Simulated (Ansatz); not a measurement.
Program: Ansatz. Geometries: PBE0-D4/def2-TZVP. ΔE: electronic, gas phase. CBS: MP2 limit from def2 TZ/QZ plus the TZ coupled-cluster correction, frozen cores. Functionals use def2-TZVPP. B3LYP here is the variant with VWN-RPA as its local correlation; programs differ in this. HSE06 is defined as in plane-wave codes. def2 core potentials past Kr. For I outer-core shells are correlated without core-valence functions, which leaves a few kJ/mol of doubt a bond. One conformer a species, not always the lowest.

`C=C[CH2][Al]([Cl])[Cl]` + HI → `[Cl][Al]([Cl])[I]` + `C=CC`  (ligand exchange at the Al–C bond)

| level | ΔE (kJ/mol) | difference from CCSD(T)/CBS |
| --- | --- | --- |
| PBE-D4 | -129.6 | 14.5 |
| revPBE-D4 | -129.2 | 14.9 |
| BLYP-D4 | -135.3 | 8.8 |
| r2SCAN-D4 | -132.7 | 11.4 |
| B97M-V | -132.7 | 11.4 |
| PBE0-D4 | -135.0 | 9.1 |
| B3LYP-D4 | -139.8 | 4.3 |
| r2SCANh-D4 | -134.5 | 9.6 |
| r2SCAN0-D4 | -137.1 | 7.0 |
| HSE06-D4 | -135.4 | 8.7 |
| BHLYP-D4 | -148.8 | -4.7 |
| CAM-B3LYP-D4 | -139.2 | 4.9 |
| ωB97X-V | -136.8 | 7.3 |
| ωB97M-V | -134.0 | 10.1 |
| B2PLYP | -145.1 | -1.0 |
| PBE-QIDH | -141.1 | 3.0 |
| PBE | -134.1 | 10.0 |
| revPBE | -140.1 | 4.0 |
| BLYP | -144.3 | -0.2 |
| B3LYP | -146.6 | -2.5 |
| r2SCAN0 | -139.1 | 5.0 |
| HSE06 | -139.2 | 4.9 |
| BHLYP | -152.2 | -8.1 |
| CAM-B3LYP | -143.3 | 0.8 |
| LC-ωPBE | -137.3 | 6.8 |
| RPA@PBE/def2-TZVPP | -131.9 | 12.2 |
| HF/def2-SVP | -166.7 | -22.6 |
| MP2/def2-SVP | -142.8 | 1.3 |
| CCSD/def2-SVP | -146.5 | -2.4 |
| CCSD(T)/def2-SVP | -142.7 | 1.4 |
| MP2/def2-TZVPP | -140.8 | 3.3 |
| SCS-MP2/def2-TZVPP | -143.7 | 0.4 |
| CCSD/def2-TZVPP | -141.5 | 2.6 |
| CCSD(T)/def2-TZVPP | -137.2 | 6.9 |
| HF/def2-QZVPP | -168.7 | -24.6 |
| MP2/def2-QZVPP | -144.7 | -0.6 |
| SCS-MP2/def2-QZVPP | -147.7 | -3.6 |
| HF/CBS(def2) | -168.7 | -24.6 |
| MP2/CBS(def2) | -147.7 | -3.6 |
| CCSD/CBS(def2) | -148.4 | -4.3 |
| CCSD(T)/CBS | -144.1 | 0 |

Largest T1 diagnostic among the species: 0.010.

From BLYP to BHLYP (50 % exact exchange), in def2-TZVPP and without D4, ΔE moves by −7.9 kJ/mol. Leaving LDA and LC-ωPBE aside and taking each functional with its dispersion term where it has one, the values spread over 19.6 kJ/mol, from BHLYP-D4 to revPBE-D4. LDA lies +16.3 kJ/mol from PBE without D4.
